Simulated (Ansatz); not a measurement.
C2H5BOSe. Total charge 0; spin multiplicity 1. The bonds changed during the relaxation, so this is another structure than the one it started from. The structure was optimised at the PBE0-D4/def2-TZVP level. It is one conformer, not always the lowest.

```xyz
10

C     0.154    1.256   -0.037
B     0.181   -0.247    0.505
C     0.875   -1.262   -0.422
O     1.360   -2.040   -1.082
Se   -1.613   -1.269    0.629
H    -0.426    1.861    0.664
H    -0.318    1.349   -1.018
H     1.155    1.692   -0.100
H     0.730   -0.448    1.567
H    -2.100   -0.891   -0.706
```

Task: What is the dipole moment at B3LYP/def2-TZVPP? (An estimate is asked.)

Result: Computed: 1.70 D, with components (1.24, 0.31, -1.12) D in this frame, pointing from negative to positive charge.

Task: And with PBE, r2SCAN, ωB97M-V? (An estimate is asked.)

Result: Computed: PBE 1.53 D, r2SCAN 1.67 D, ωB97M-V 2.02 D.

Task: Give the Mulliken charges with B3LYP, ωB97M-V, r2SCAN in def2-TZVPP. (Estimate.)

Result: Ansatz gave: 
```tsv
atom	B3LYP	ωB97M-V	r2SCAN
C1	-0.35	-0.39	-0.27
B2	-0.14	-0.31	-0.04
C3	0.29	0.37	0.25
O4	-0.01	-0.01	-0.03
Se5	-0.14	-0.15	-0.13
H6	0.10	0.12	0.07
H7	0.08	0.10	0.04
H8	0.09	0.11	0.06
H9	0.03	0.11	0.01
H10	0.03	0.06	0.04
```

B3LYP here is the variant with VWN-RPA as its local correlation; programs differ in this.
